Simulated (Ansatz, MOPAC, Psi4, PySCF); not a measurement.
Complex: C2H6 (SMILES CC) (first 8 atoms) with CH6Si (SMILES C[SiH3]); geometry from B3LYP-D3(BJ)/def2-TZVP, rigid monomers moved along the line of their centres of mass till H5···Si10 is 3.03 Å.
(charge 0, multiplicity 1):
```xyz
16

C      0.8788     0.0867     0.4553
C     -0.5102     0.6818     0.2449
H      1.5568     0.3666    -0.3534
H      0.8417    -1.0033     0.4944
H      1.3262     0.4323     1.3894
H     -0.4775     1.7731     0.2272
H     -1.1953     0.3836     1.0403
H     -0.9429     0.3503    -0.7010
C     -0.4521     0.9262     3.8305
Si    -0.0883    -0.9100     3.7063
H      0.0635     1.3647     4.6869
H     -1.5222     1.1016     3.9553
H     -0.1267     1.4531     2.9327
H      1.3643    -1.1468     3.5256
H     -0.8058    -1.5126     2.5574
H     -0.5232    -1.6069     4.9418
```

```
level                            interaction energy (kJ/mol)  cost
-------------------------------  ---------------------------  ----
PM6                                                      3.7     -
HF/6-31G*                                               15.1     -
HF/6-31G* (no counterpoise)                             13.8     -
PBE-D4/def2-TZVPPD                                      -4.4    ×1
r2SCAN-D3(BJ)/def2-TZVPPD                               -4.0    ×2
r2SCAN-D4/def2-TZVPPD                                   -3.4    ×2
B3LYP-D3(BJ)/def2-TZVPPD                                -4.7    ×1
B3LYP-D4/def2-TZVPPD                                    -3.3    ×1
M06-2X/6-31G* (no counterpoise)                         -8.2     -
MP2/6-31G* (no counterpoise)                             2.2     -
SCS-MP2/aug-cc-pV(D+d)Z                                  2.4     -
CCSD/aug-cc-pV(D+d)Z                                     0.8     -
CCSD(T)/aug-cc-pV(D+d)Z                                 -1.3   ×60
SAPT0/jun-cc-pV(D+d)Z                                    1.6     -
```

The rows run from -8.2 (M06-2X/6-31G* (no counterpoise)) to 15.1 kJ/mol (HF/6-31G*).

Interaction energies are E(AB) − E(A) − E(B) at the monomers' geometry in the complex; basis-set methods are counterpoise corrected. Rows marked so take none.

Cores are frozen in the correlated methods. Rows in 6-31G* carry no dispersion term and start afresh at each structure (6-31G* with six Cartesian d functions). MP2/6-31G* freezes PySCF's default core. The state reached by PM6 isn't checked.

Run with Ansatz (Gaussian basis) for Hartree–Fock, density functionals and correlated methods; MOPAC for PM6 (differences of heats of formation); Psi4 for SAPT; PySCF for 6-31G* rows, the dispersion terms. Each number belongs to the level named beside it.

Costs are rough ratios of core time to PBE/def2-TZVPPD (about 12 s over the structures, on one shared machine); a dash marks a level with no comparable run of its own.

Ansatz is an electronic-structure program.
